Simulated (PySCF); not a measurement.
# A single-point calculation

[TbH4]− (singlet in the valence; each metal's 4f electrons, 8 of them, lie in its core potential, out of spins and levels). PySCF 2.14.0, RKS PBE0, Tb lcecp-1-SVP with ECP54, H def2-SVP; non-relativistic Hamiltonian with scalar-relativistic core potentials where named; density fitting; no spin-orbit coupling. Purpose: finer grid at the relaxed geometry.

```python
mol = gto.M(atom='''
Tb    -0.00000     0.00000    -0.00000
H      1.21294     1.21294     1.21294
H     -1.21294    -1.21294     1.21294
H      1.21294    -1.21294    -1.21294
H     -1.21294     1.21294    -1.21294''',
    basis={'Tb': 'lcecp-1-SVP', 'H': 'def2-SVP'},
    ecp={'Tb': 'lcecp-1-SVP'},
    charge=-1, spin=0)
mf = dft.RKS(mol, xc='PBE0')
mf.grids.atom_grid = (75, 302)  # f atoms: unpruned, at least (60, 302)
mf = mf.density_fit()  # fitting sets: Tb AutoAux, H def2-universal-JKFIT
mf.conv_tol = 1e-09; mf.max_cycle = 55
mf.kernel(dm0)  # dm0: converged density of the relaxed state
mf.nuc_grad_method().kernel()
```

Run from Python with OMP_NUM_THREADS=2; the lines above give its settings. Where DIIS fails, smearing, a level shift and second-order steps follow.
It took 3.5 s on 2 threads of Arm Neoverse V1 (shared host), with gradient, populations and further properties, from an already converged density.

Problem. Where do the frontier levels lie, over both spins?

Solution. HOMO -2.14 eV, LUMO 3.94 eV. The 4f levels lie in the core potential and are missing.

Problem. What are the Mulliken charges and spins?

Solution. 
```csv
atom,charge (e),spin (e)
Tb1,0.260,0.000
H2,-0.315,0.000
H3,-0.315,0.000
H4,-0.315,0.000
H5,-0.315,0.000
```
The spin of the 4f electrons in the core isn't counted.

Problem. What forces act on the atoms (eV/Å)?

Solution. 
```
Tb  0.00 0.00 0.00
H   0.00 0.00 0.00
H   0.00 0.00 0.00
H   0.00 0.00 0.00
H   0.00 0.00 0.00
```
Forces carry noise of the integration grid, about 0.01 to 0.03 eV/Å.

An lcecp potential fixes the number of 4f electrons, so in runs with it no electron can move into or out of that shell.
